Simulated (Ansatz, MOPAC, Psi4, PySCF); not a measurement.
Molecule: BNH3, net charge 0, doublet state. SMILES: [BH]N
Geometry: optimised at B3LYP-D3(BJ)/def2-TZVP (Ansatz, an electronic-structure program).

Wanted: vertical ionisation energy to the singlet, in eV. Conventions: six Cartesian d functions in 6-31G* and its kin unless marked 5d; no spin-orbit coupling; dispersion terms only where a functional's name holds one; 6-311+G** with 5d; each state is the SCF solution reached for its charge and spin; non-relativistic; frozen cores in correlated levels; UHF or UKS for open shells. CBS marks a two-point X^-3 extrapolation of the correlation energy; Hartree-Fock from the larger set. Ab initio and DFT rows: single points at B3LYP-D3(BJ) geometries (Ansatz). Semi-empirical rows: differences of heats of formation at the shared geometry for vertical values.

Coupled cluster (Ansatz) is a level with limits of its own, used here on species with T1 under 0.025 (0.045 for open shells) and stable references: CCSD(T)/CBS(def2-TZVPPD,def2-QZVPPD).

Value to compare with, CCSD(T)/CBS(def2-TZVPPD,def2-QZVPPD) (Ansatz): 8.04 eV.

```json
[
 {"level": "AM1", "program": "MOPAC", "vertical ionisation energy to the singlet (eV)": "7.87", "difference": "-0.17"},
 {"level": "PM3", "program": "MOPAC", "vertical ionisation energy to the singlet (eV)": "9.02", "difference": "0.98"},
 {"level": "PM6", "program": "MOPAC", "vertical ionisation energy to the singlet (eV)": "7.55", "difference": "-0.49"},
 {"level": "MNDO", "program": "MOPAC", "vertical ionisation energy to the singlet (eV)": "8.71", "difference": "0.67"},
 {"level": "HF/6-31G*", "program": "Ansatz", "vertical ionisation energy to the singlet (eV)": "7.60", "difference": "-0.44"},
 {"level": "PBE/6-31G*", "program": "Ansatz", "vertical ionisation energy to the singlet (eV)": "7.88", "difference": "-0.16"},
 {"level": "PBE/6-311+G**", "program": "Ansatz", "vertical ionisation energy to the singlet (eV)": "8.10", "difference": "0.06"},
 {"level": "B3LYP/STO-3G", "program": "Ansatz", "vertical ionisation energy to the singlet (eV)": "6.38", "difference": "-1.66"},
 {"level": "B3LYP/6-31G*", "program": "Ansatz", "vertical ionisation energy to the singlet (eV)": "7.93", "difference": "-0.11"},
 {"level": "B3LYP/6-311+G**", "program": "Ansatz", "vertical ionisation energy to the singlet (eV)": "8.15", "difference": "0.11"},
 {"level": "M06-2X/6-31G* (5d)", "program": "PySCF", "vertical ionisation energy to the singlet (eV)": "7.89", "difference": "-0.15"},
 {"level": "wB97X-D/6-31G*", "program": "Psi4", "vertical ionisation energy to the singlet (eV)": "7.84", "difference": "-0.20"},
 {"level": "MP2/6-31G*", "program": "Ansatz", "vertical ionisation energy to the singlet (eV)": "7.57", "difference": "-0.47"},
 {"level": "MP2/6-311+G**", "program": "Ansatz", "vertical ionisation energy to the singlet (eV)": "7.89", "difference": "-0.15"},
 {"level": "PBE/def2-TZVPD", "program": "Ansatz", "vertical ionisation energy to the singlet (eV)": "8.10", "difference": "0.06"}
]
```

Among the 14 habitual levels, B3LYP/STO-3G lies farthest from CCSD(T)/CBS(def2-TZVPPD,def2-QZVPPD) (Ansatz) (-1.66 eV); 4 of 14 lie above it, and their mean absolute difference is 0.42 eV, the median 0.18. One case shows no general order.

The levels are drawn from those run, B3LYP/6-31G* more often than the rest, none by its result; runs whose electronic state is in doubt are left out.
